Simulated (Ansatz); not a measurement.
A made-up structure of H₂SeS₂, singlet:

```xyz
5
angstrom
S -1.7444 -0.2269 0.3549
S 0.0580 -1.1694 0.1784
Se 1.6211 0.2280 0.8291
H 0.3039 -2.3906 -0.3672
H 1.8610 0.8362 -0.4924
```

It is relaxed with PBE-D4/def2-SVP and then PBE0-D4/def2-TZVP (Ansatz 0.2.0). Atoms count as bonded within 1.22 times the sum of their covalent radii (H–H: 0.88 Å). The end point is not checked to be a true minimum.

Does its bonding change? (A judgement: the text doesn't fix the answer.)

By the calculation: No: no bond forms or breaks.

Where it ends: The first stage lowers the energy by 1.68 eV in 10 steps. It ends as H₂SeS₂ ([S][SH][SeH]):
S1  (-1.651, -0.291, 0.071)
S2  (-0.067, -1.242, 0.653)
Se3  (1.828, 0.053, 0.773)
H4  (0.402, -1.890, -0.445)
H5  (1.587, 0.647, -0.550)
(Å)

Labels in which every atom is bracketed show which atoms are joined, not bond orders.

For scale, one of the runs: PBE0-D4/def2-TZVP relaxation, 134 basis functions, launched by `ansatz run in.yaml --threads 2 --pin off --events-out ev --progress --plain --max-ram 4352MiB`. Hardware: 2 CPU threads of an Arm Neoverse V2, shared host. Wall time about 27 s.
